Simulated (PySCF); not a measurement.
## Identify the compound

An unknown has the formula C₂H₅F₃O₃Si. Its calculated NMR data are:

$^{1}$H NMR (400 MHz, computed): δ 5.64 (s, 2H), 5.05 (s, 2H), 1.56 (br s, 1H).

$^{13}$C{$^{1}$H} NMR (computed): δ 131.5 (C), 90.4 (CH2).

Calculated, not measured (PySCF 2.14): shielding tensors at PBE0/pcSseg-1 (GIAO), structure optimised with GFN2-xTB. Non-relativistic Hamiltonian, one conformer, no solvent model, rapidly exchanging positions averaged.

Referencing at the same level of theory: $^{1}$H, $^{13}$C vs TMS.

Deduce the structure.

Answers


The formula gives 0 degrees of unsaturation. 2 carbon signals for 2 carbons: no two carbons are equivalent. Carbon types of the structure: 1 × C, 1 × CH2, leaving 3 H on heteroatoms. δC 131.5: CF3 carbon; 4 electronegative neighbours deshield it. δC 90.4: sp3 carbon bearing two oxygens; 2 electronegative neighbours deshield it. δH 5.64: hydrogen on an sp3 carbon bearing two oxygens; its carbon carries O, hence the downfield position. δH 5.05: hydrogen on a silicon bonded to 2 O. δH 1.56: hydrogen on an oxygen bonded to Si; exchangeable, gas-phase position.

These data were computed for SMILES O[SiH2]OCOC(F)(F)F.

This is the structure that produced the data.

OH/NH shifts are gas-phase values; hydrogen bonding in solution moves them, usually downfield. Splittings by $^{19}$F in the carbon and heteronuclear signals aren't shown, as no couplings were computed. Shifts are as computed. Against solution values, carbons near 30 ppm lie about +3 ppm off and those near 130 ppm about +5 ppm. Of 1309 compounds with measured shifts, 239 miss one by over three times the rms of a fit or turn the order of signals round; such compounds aren't used in these exercises. Multiplicities follow the n + 1 count of equivalent neighbours, as no J values were calculated; m marks all less simple cases, F and P coupling included.
